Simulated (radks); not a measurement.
Valence configurations of Nb II (all share [Kr]). Calculated with a radial shooting solver on a logarithmic mesh with Libxc functionals: scalar-relativistic Kohn-Sham, BLYP, spin-polarised, spherical densities, point nucleus; open shells are filled with parallel spins first (spin-orbit coupling, left out, can overturn this in heavy ions). Energies are relative to 4d4; eigenvalues in eV for spin up.

| valence | E (eV) | moment (Bohr magnetons) | e(4d) | e(5p) | e(5s) |
|---|---|---|---|---|---|
| 4d4 | 0.000 | 4 | -9.894 | - | - |
| 4d3.5 5s0.5 | 0.136 | 4 | -10.898 | - | -10.406 |
| 4d3 5s1 | 0.501 | 4 | -11.952 | - | -10.981 |
| 4d3.5 5p0.5 | 2.160 | 4 | -11.412 | -6.699 | - |
| 4d2 5s2 | 3.093 | 2 | -14.123 | - | -11.783 |
| 4d3 5p1 | 4.729 | 4 | -12.958 | -7.388 | - |
| 4d2 5s1 5p1 | 6.574 | 4 | -15.175 | -8.170 | -12.781 |
| 4d2.5 5p1.5 | 7.741 | 4 | -14.527 | -8.046 | - |
| 4d2 5p2 | 11.219 | 4 | -16.111 | -8.683 | - |

NIST lists [Kr] 4d4 as the ground configuration; this level of theory agrees among the configurations tried. The energies are those of spherical high-spin densities, not of single terms.
